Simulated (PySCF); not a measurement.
C4H6O2, SMILES C=CC(=O)OC. Geometry: B3LYP-D3(BJ)/def2-SVP. The values are those of a single conformer.

Calculation: B3LYP-D3(BJ)/def2-SVP run with PySCF.

Harmonic wavenumbers (cm⁻¹): 98, 129, 203, 222, 341, 477, 532, 676, 828, 879, 1000, 1024, 1053, 1071, 1172, 1200, 1240, 1324, 1414, 1456, 1461, 1477, 1709, 1826, 3041, 3125, 3146, 3167, 3194, 3252. Rotational constants (GHz): 10.31, 2.315, 1.913; symmetry number 1.

Q: Work out the zero-point energy and the ideal-gas rigid-rotor harmonic-oscillator thermochemistry at 298.15 K and 1 atm.

A: ZPE = ½ Σ hcν = ½ × 41735 cm⁻¹ = 59.66 kcal/mol. H − E(el) = 64.41 kcal/mol. Entropy in cal/(mol K): translation 39.27, rotation 26.36, vibration 14.23, total 79.86. G − E(el) = 40.60 kcal/mol. Cp = 24.07 cal/(mol K). Modes under 150 cm⁻¹ make the vibrational entropy uncertain.
